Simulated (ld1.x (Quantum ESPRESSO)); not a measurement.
# indium: excitation energies, all-electron against TM semilocal

- Element: In (Z = 49)
- Generator: ld1.x (Quantum ESPRESSO) 7.5
- Type: norm-conserving Troullier–Martins (semilocal form)
- Functional: PBE
- Relativity: scalar-relativistic
- Frozen core: [Kr]
- Valence charge: 13
- Reference configuration: 4d10 5s2 5p1
- Partial waves: 5p (bound): rc 2.85 bohr; 4d (bound): rc 1.15 bohr; 5s (bound): rc 1.75 bohr
- Local potential: the s channel
- Core correction: Bessel-smoothed model core, default radius (core density twice the valence density)

Energies are relative to the spin-unpolarised reference configuration 4d10 5s2 5p1; without spin polarisation the order of configurations can differ from experiment.

```
valence configuration  charge  ΔE all-electron (eV)  error AE − PS (meV)
         4d10 5s2 5p0      +1                 5.363                 -2.4
         4d10 5s1 5p0      +2                24.598                  -14
         4d10 5s0 5p0      +3                52.918                  -58
       4d10 5s2 5p1.3    -0.3                -0.532                  0.0
          4d9 5s2 5p1      +1                25.115                  -88
```

What are ΔE and the potential's error for 4d9 5s0 5p0?

ΔE = 109.307 eV all-electron; the error (AE − PS) is -100 meV.

What are ΔE and the potential's error for 4d9 5s2 5p2?

ΔE = 18.307 eV all-electron; the error (AE − PS) is -137 meV.

Levels in the configuration 4d9 5s2 5p2:

```
level  all-electron (eV)  pseudo (eV)
   4d            -24.189      -24.437
   5s            -10.265      -10.244
   5p             -3.678       -3.642
```
